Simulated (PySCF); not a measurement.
**A small calculation by hand: refractive index and permittivity of the vapour**

3-chloro-1H-silole (C4H5ClSi), SMILES ClC1C=C[SiH2]C=1.

The structure is a stationary point at B3LYP-D3(BJ)/def2-SVP.

PBE/def2-TZVP run with PySCF gives a mean static polarisability of 84.8 bohr³ and a dipole moment of 1.12 D. Take an ideal gas at 298.15 K and 1 bar, whether or not the substance is that volatile.

### Question
Work out n − 1 in the optical limit and the static ε − 1.

### Answer

Polarisability volume α' = 84.8 × 0.148185 = 12.57 Å³. Number density N = p/kT = 2.43e-5 Å⁻³.
Dilute limit of Lorentz–Lorenz: n − 1 = 2π N α' = 0.0019.
Orientation term of Debye: μ²/(3kT) = 8.098 Å³ × μ²(D²) = 10.16 Å³.
ε − 1 = 4π N (α' + μ²/3kT) = 0.0069. Orientation of the dipole supplies 45 % of the static response; it can't follow optical fields. Vibrational polarisation and dispersion are left out.
